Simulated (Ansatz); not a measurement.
Reaction R1 → P1 + P2, each structure at its B3LYP-D3(BJ)/def2-TZVP stationary point, reached from a drawn start (curvature not checked).
P1, SiH4 (SMILES [SiH4]) (charge 0, multiplicity 1, Z-matrix in Å and degrees):
```
Si
H 1 1.4803
H 1 1.4803 2 109.47
H 1 1.4803 2 109.47 3 120.00
H 1 1.4803 2 109.47 4 120.00
```
R1, Si2H6 (SMILES [SiH3][SiH3]) (charge 0, multiplicity 1):
```xyz
8

Si    -1.166     0.119    -0.017
Si     1.166    -0.119     0.017
H     -1.763    -0.812    -1.006
H     -1.537     1.506    -0.388
H     -1.734    -0.183     1.319
H      1.537    -1.506     0.388
H      1.763     0.812     1.006
H      1.734     0.183    -1.319
```
P2: SiH2 (SMILES [SiH2]), charge 0, multiplicity 1.

P less R. No zero-point or thermal terms.

Frozen-core correlation throughout. CBS(a, b) extrapolates the correlation energy as X⁻³ and adds the Hartree–Fock energy of set b.

Programs: Ansatz (Gaussian basis) for Hartree–Fock, density functionals and correlated methods. Each number belongs to the level named beside it.

### Question
Predict the reaction energy from CCSD/cc-pV(Q+d)Z.

### Answer
2.39 eV

### Question
What reaction energy does wB97M-V/def2-TZVPP give?

### Answer
2.38 eV

### Question
What reaction energy does CCSD(T)/CBS(cc-pV(T+d)Z, cc-pV(Q+d)Z) give?

### Answer
2.49 eV

Ansatz is an electronic-structure program.
